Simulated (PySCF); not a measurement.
Cl$_{3}$OTa, charge +1, doublet, geometry from GFN2-xTB (such geometries of metal compounds can be far from the true shape) (the multiplicity is a formal guess) (core potentials on Ta); PySCF with DF-R2SCAN/def2-SVP.

Here is a job for PySCF.
```python
from pyscf import gto, scf, dft

mol = gto.M(
    atom='''
Ta    0.15842673    0.08948974   -0.15169773
O     1.30756044    0.73859534   -1.25202325
Cl    1.08231053   -0.91947321    1.59637879
Cl   -1.17662076   -1.43096683   -1.06449511
Cl   -1.20131534    1.61858630    0.70871162
''',
    basis='def2-svp',
    ecp={'Ta': 'def2-svp'},
    charge=1,
    spin=1,
    verbose=5,
)

mf = dft.UKS(mol)
mf.xc = 'r2scan'
mf = mf.density_fit(auxbasis='def2-universal-jkfit')
mf.kernel()
```

Q: Predict the main parts of the log of this PySCF run.

A: 
```
PySCF version 2.14.0

[INPUT] verbose = 5
[INPUT] max_memory = 4000
[INPUT] num. atoms = 5
[INPUT] num. electrons = 71
[INPUT] charge = 1
[INPUT] spin (= nelec alpha-beta = 2S) = 1
[INPUT] symmetry False subgroup None
[INPUT] Mole.unit = angstrom
[INPUT] Symbol           X                Y                Z      unit          X                Y                Z       unit  Magmom
[...]
[INPUT] ---------------- BASIS SET ----------------
[INPUT] l, kappa, [nprim/nctr], expnt,             c_1 c_2 ...
[INPUT] O
[...]
                                340.87010191      -0.03989003923
                                77.363135167      -0.17853911985
                                21.47964494       -0.46427684959
                                6.6589433124      -0.44309745172
[...]
                                3.863550544       0.23094120765
                                1.0480920883      0.51375311064
[...]
[INPUT] Cl
[...]
                                1571.7365221      0.014754727977
                                357.12065523      0.066679112875
                                100.25185935      0.17228924084
                                30.812727554      0.158837861
[...]
                                5.7045760975      0.60841752753
                                2.3508376809      0.54352153355
[...]
                                72.102015515      -0.063563355471
                                22.532680262      -0.24016428276
                                7.8991765444      -0.47798866557
                                2.8767268321      -0.38515850005
[...]
[INPUT] Ta
[...]
                                12                -1.6510077975
[...]
                                5.69841           -0.46968874449
                                1.177721196       0.50905100155
                                0.54478533555     0.52298161137
[...]
                                1.4528884813      0.18558319471
                                0.61042908544     0.42959071631
                                0.2421627651      0.434972282315
[...]
nuclear repulsion = 385.494614916284
number of shells = 42
number of NR pGTOs = 189
number of NR cGTOs = 100
basis = def2-svp
ecp = {'Ta': 'def2-svp'}

******** <class 'pyscf.df.df_jk.DFUKS'> ********
method = DFUKS
initial guess = minao
damping factor = 0
level_shift factor = 0
DIIS = <class 'pyscf.scf.diis.CDIIS'>
diis_start_cycle = 1
diis_space = 8
diis_damp = 0
SCF conv_tol = 1e-09
SCF conv_tol_grad = None
SCF max_cycles = 50
direct_scf = False
number electrons alpha = 36  beta = 35
XC library pyscf.dft.libxc version 7.1.2
    S. Lehtola, C. Steigemann, M. J. T. Oliveira, and M. A. L. Marques,  SoftwareX 7, 1–5 (2018)
XC functionals = r2scan
    J. W. Furness, A. D. Kaplan, J. Ning, J. P. Perdew, and J. Sun,  J. Phys. Chem. Lett. 11, 8208–8215 (2020)
    J. W. Furness, A. D. Kaplan, J. Ning, J. P. Perdew, and J. Sun,  J. Phys. Chem. Lett. 11, 9248–9248 (2020)
    J. W. Furness, A. D. Kaplan, J. Ning, J. P. Perdew, and J. Sun,  J. Phys. Chem. Lett. 11, 8208–8215 (2020)
    J. W. Furness, A. D. Kaplan, J. Ning, J. P. Perdew, and J. Sun,  J. Phys. Chem. Lett. 11, 9248–9248 (2020)
radial grids:
    Treutler-Ahlrichs [JCP 102, 346 (1995); DOI:10.1063/1.469408] (M4) radial grids

becke partition: Becke, JCP 88, 2547 (1988); DOI:10.1063/1.454033
pruning grids: <function nwchem_prune>
grids dens level: 3
symmetrized grids: False
atomic radii adjust function: <function treutler_atomic_radii_adjust>
small_rho_cutoff = 0
Set gradient conv threshold to 3.16228e-05
Density of valence part of ANO basis will be used as initial guess for Ta
atom Ta rad-grids = 100, ang-grids = [ 50  50  50  50  50  50  50  50  50  50  50  50  50  50  50  50  50  50
  50  50  50  50  50  50  50  50  50  50  50  86  86  86  86  86  86  86
  86  86  86  86  86  86  86  86  86 350 350 350 350 350 350 350 350 350
 350 350 434 434 434 434 434 434 434 434 434 434 434 434 434 434 434 434
 434 434 434 434 434 434 434 350 350 350 350 350 350 350 350 350 350 350
 350 350 350 350 350 350 350 350 350 350]
atom O rad-grids = 75, ang-grids = [ 50  50  50  50  50  50  50  50  50  50  50  50  50  50  50  50  50  50
  50  50  50  50  50  86  86  86  86  86  86  86  86  86 266 266 266 266
 266 266 266 302 302 302 302 302 302 302 302 302 302 302 302 302 302 302
 302 302 302 302 302 266 266 266 266 266 266 266 266 266 266 266 266 266
 266 266 266]
atom Cl rad-grids = 80, ang-grids = [ 50  50  50  50  50  50  50  50  50  50  50  50  50  50  50  50  50  50
  50  50  50  50  50  50  86  86  86  86  86  86  86  86  86  86  86  86
  86 350 350 350 350 350 350 350 350 350 434 434 434 434 434 434 434 434
 434 434 434 434 434 434 434 434 434 434 350 350 350 350 350 350 350 350
 350 350 350 350 350 350 350 350]
tot_boxes 2366, boxes in each direction [11 12 11]
Padding 6 grids
tot grids = 94736
nelec by numeric integration = [35.63305983 35.63305983]
num shells = 184, num cGTOs = 688
E1 = -2842.251113921874  E2 = 956.8288032945363  Ecoul = 1056.069953522192  Exc = -99.24115022765568
init E= -1499.92769571105
cond(S) = 464.99920010652295

  alpha mo_energy =
[-1.01396933e+02 -1.01396908e+02 -1.01396908e+02 -1.94100486e+01
 -9.61722145e+00 -9.61721381e+00 -9.61721375e+00 -7.36158855e+00
 -7.36158474e+00 -7.36157983e+00 -7.35785170e+00 -7.35784805e+00
 -7.35784340e+00 -7.35783870e+00 -7.35783162e+00 -7.35782937e+00
 -3.18209177e+00 -1.95076173e+00 -1.92075167e+00 -1.92075106e+00
 -1.24485704e+00 -1.03165067e+00 -1.02127697e+00 -1.02127578e+00
 -7.15508853e-01 -7.06071089e-01 -7.06067623e-01 -6.28524087e-01
 -6.28523368e-01 -6.21009874e-01 -5.80573452e-01 -5.80572983e-01
 -5.55658301e-01 -5.34126241e-01 -5.34125012e-01 -5.22531680e-01
 -4.16210795e-01 -4.16210539e-01 -3.60179691e-01 -3.60177748e-01
 -3.36743399e-01 -2.06504427e-01 -9.23410928e-02 -9.23407363e-02
 -7.83436541e-02 -4.47380241e-02  4.57174840e-03  4.57259973e-03
  3.78546584e-02  4.81203238e-02  4.81226006e-02  2.55199909e-01
[...]
  8.57938342e-01  9.26390297e-01  9.49916492e-01  9.54901883e-01
  9.64638326e-01  9.96181156e-01  1.00357539e+00  1.06541749e+00
  1.18513936e+00  1.19746480e+00  1.30140649e+00  1.30593538e+00
  1.43590917e+00  2.33936163e+00  2.34030332e+00  2.57203276e+00
  2.60145173e+00  2.91846442e+00  7.03782951e+01  6.42668034e+02]
  beta  mo_energy =
[-1.01433986e+02 -1.01422062e+02 -1.01422037e+02 -1.92443325e+01
 -9.63584910e+00 -9.62400206e+00 -9.62398128e+00 -7.38124638e+00
 -7.37873809e+00 -7.37790512e+00 -7.36952024e+00 -7.36949525e+00
 -7.36675153e+00 -7.36673347e+00 -7.36652760e+00 -7.36650633e+00
 -2.98203532e+00 -1.76144567e+00 -1.74525922e+00 -1.74271110e+00
 -1.10287805e+00 -1.02472155e+00 -1.01490815e+00 -1.01130636e+00
 -6.19309288e-01 -6.18734518e-01 -6.14056427e-01 -6.07227168e-01
 -5.96778831e-01 -5.92050423e-01 -5.58658469e-01 -5.50822971e-01
 -5.43524311e-01 -5.34925621e-01 -5.32576100e-01 -5.22414839e-01
 -3.38889925e-01 -3.37456550e-01 -2.67798424e-01 -2.63450986e-01
 -2.55249033e-01 -1.77721604e-01 -9.20367917e-02 -9.01183923e-02
 -7.30429509e-02 -3.20114310e-02  7.55684027e-03  8.41937913e-03
  5.57843553e-02  5.69269690e-02  6.37979020e-02  2.81511437e-01
  2.82491191e-01  3.03565285e-01  3.20558236e-01  3.57515519e-01
  3.87251772e-01  3.90015436e-01  4.23804382e-01  4.25167064e-01
  4.39505404e-01  4.40740902e-01  4.83662523e-01  4.99219184e-01
  5.09004660e-01  5.12625932e-01  5.34482113e-01  5.44836677e-01
  5.48213314e-01  6.07106779e-01  6.07561161e-01  6.08619686e-01
  6.82097605e-01  6.98351830e-01  7.01455106e-01  7.57679204e-01
  8.21845899e-01  8.28823042e-01  8.32867083e-01  8.61340878e-01
  8.65673194e-01  9.26391996e-01  9.56757920e-01  9.59566343e-01
  9.71711011e-01  1.01100527e+00  1.02349916e+00  1.06623607e+00
  1.19694212e+00  1.21032045e+00  1.30529269e+00  1.30839378e+00
  1.43903008e+00  2.39157578e+00  2.40425446e+00  2.61371852e+00
  2.62123721e+00  2.94630107e+00  7.03696314e+01  6.42667323e+02]
multiplicity <S^2> = 0.76292327  2S+1 = 2.0128818
nelec by numeric integration = [35.9999988  34.99999926]
E1 = -2856.166486829965  E2 = 958.5585513363985  Ecoul = 1058.2470254399739  Exc = -99.6884741035754
cycle= 26 E= -1512.11332057728  delta_E= -7.84e-10  |g|= 2.77e-05  |ddm|= 0.000154
  alpha mo_energy =
[-1.01435924e+02 -1.01423374e+02 -1.01423347e+02 -1.92621665e+01
 -9.63688593e+00 -9.62470667e+00 -9.62468527e+00 -7.38401666e+00
 -7.38122349e+00 -7.37889888e+00 -7.37066385e+00 -7.37063362e+00
 -7.36918066e+00 -7.36916365e+00 -7.36718711e+00 -7.36716626e+00
 -2.97926019e+00 -1.75807399e+00 -1.74160693e+00 -1.74014682e+00
 -1.14730475e+00 -1.03492464e+00 -1.02281947e+00 -1.01837019e+00
 -6.51809979e-01 -6.26648210e-01 -6.23270322e-01 -6.18686827e-01
 -6.03851876e-01 -6.00042710e-01 -5.75279605e-01 -5.65914187e-01
 -5.60094332e-01 -5.52399919e-01 -5.46865483e-01 -5.38209647e-01
 -3.39162037e-01 -3.38162858e-01 -2.77270381e-01 -2.69852505e-01
 -2.57975932e-01 -1.79297958e-01 -9.27486142e-02 -9.05839649e-02
 -7.50858060e-02 -3.25584523e-02  6.98391931e-03  7.82446539e-03
  5.49210078e-02  5.62616560e-02  6.16480915e-02  2.78652164e-01
  2.80160013e-01  3.02567424e-01  3.15212186e-01  3.54858015e-01
  3.78006177e-01  3.85017954e-01  4.14874321e-01  4.19638669e-01
  4.31972206e-01  4.33847232e-01  4.75550494e-01  4.86226138e-01
  4.95990192e-01  5.02764395e-01  5.21650976e-01  5.39164636e-01
  5.41853273e-01  5.99431436e-01  6.01573590e-01  6.03825254e-01
  6.75420245e-01  6.79766805e-01  6.86744679e-01  7.46597770e-01
  8.13374966e-01  8.19332243e-01  8.24987083e-01  8.48397450e-01
  8.57943771e-01  9.26390991e-01  9.49919871e-01  9.54904505e-01
  9.64640295e-01  9.96183129e-01  1.00357912e+00  1.06542260e+00
  1.18514963e+00  1.19747484e+00  1.30140795e+00  1.30593639e+00
  1.43590923e+00  2.33938417e+00  2.34032577e+00  2.57205391e+00
  2.60147277e+00  2.91848457e+00  7.03783015e+01  6.42668041e+02]
  beta  mo_energy =
[-1.01433988e+02 -1.01422069e+02 -1.01422043e+02 -1.92442965e+01
 -9.63585109e+00 -9.62400818e+00 -9.62398728e+00 -7.38124826e+00
 -7.37874016e+00 -7.37790701e+00 -7.36952639e+00 -7.36950120e+00
 -7.36675775e+00 -7.36673959e+00 -7.36653380e+00 -7.36651221e+00
 -2.98202913e+00 -1.76143843e+00 -1.74525371e+00 -1.74270562e+00
 -1.10285965e+00 -1.02472249e+00 -1.01491083e+00 -1.01130979e+00
 -6.19303759e-01 -6.18733330e-01 -6.14054399e-01 -6.07218889e-01
 -5.96777722e-01 -5.92049532e-01 -5.58654786e-01 -5.50822995e-01
 -5.43519436e-01 -5.34927671e-01 -5.32575749e-01 -5.22407907e-01
 -3.38886817e-01 -3.37453526e-01 -2.67792286e-01 -2.63444459e-01
 -2.55244814e-01 -1.77720352e-01 -9.20357608e-02 -9.01173549e-02
 -7.30407921e-02 -3.20108870e-02  7.55825383e-03  8.42095441e-03
  5.57857833e-02  5.69285295e-02  6.38012699e-02  2.81511732e-01
  2.82491400e-01  3.03564419e-01  3.20559087e-01  3.57515267e-01
  3.87252127e-01  3.90015014e-01  4.23804955e-01  4.25167005e-01
  4.39503403e-01  4.40738517e-01  4.83660682e-01  4.99216222e-01
  5.09002912e-01  5.12622841e-01  5.34481132e-01  5.44835073e-01
  5.48210795e-01  6.07105342e-01  6.07562023e-01  6.08617528e-01
  6.82095356e-01  6.98353042e-01  7.01456853e-01  7.57687750e-01
  8.21846528e-01  8.28823459e-01  8.32866928e-01  8.61346313e-01
  8.65679001e-01  9.26392680e-01  9.56760145e-01  9.59568661e-01
  9.71713035e-01  1.01100921e+00  1.02350476e+00  1.06624090e+00
  1.19695014e+00  1.21033171e+00  1.30529429e+00  1.30839488e+00
  1.43903032e+00  2.39159635e+00  2.40427475e+00  2.61373794e+00
  2.62125650e+00  2.94631976e+00  7.03696378e+01  6.42667330e+02]
multiplicity <S^2> = 0.76291994  2S+1 = 2.0128785
nelec by numeric integration = [35.9999988  34.99999926]
E1 = -2856.166730372498  E2 = 958.5587948929292  Ecoul = 1058.2472426615925  Exc = -99.68844776866328
Extra cycle  E= -1512.11332056328  delta_E= 1.4e-08  |g|= 0.000166  |ddm|= 0.000218
SCF not converged.
SCF energy = -1512.11332056328 after 50 cycles  <S^2> = 0.76291994  2S+1 = 2.0128785
```

The run did not converge; its last values are not results.
